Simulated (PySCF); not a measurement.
## Electron correlation in Si (silicon, neutral)

[Ne] 3s2 3p1 4s1, high-spin 3P determinant (an excited configuration). Computed with PySCF 2.14 in aug-cc-pV(T+d)Z (6s5p4d2f, 55 functions), with no relativity, point nucleus. Frozen: [Ne]; 4 electrons correlated.

```csv
level,correlation energy (mhartree)
CCSD,-67.90
(T),-2.11
CCSD(T),-70.01
```

Diagnostics: T1 = 0.020, D1 = 0.0533, largest double amplitude 0.096.

The outer electron is Rydberg-like, and this basis confines it to a smaller radius and binds it less than a complete one would.

Cost of the coupled-cluster step: of the order of 2 core-seconds, for 4 correlated electrons.
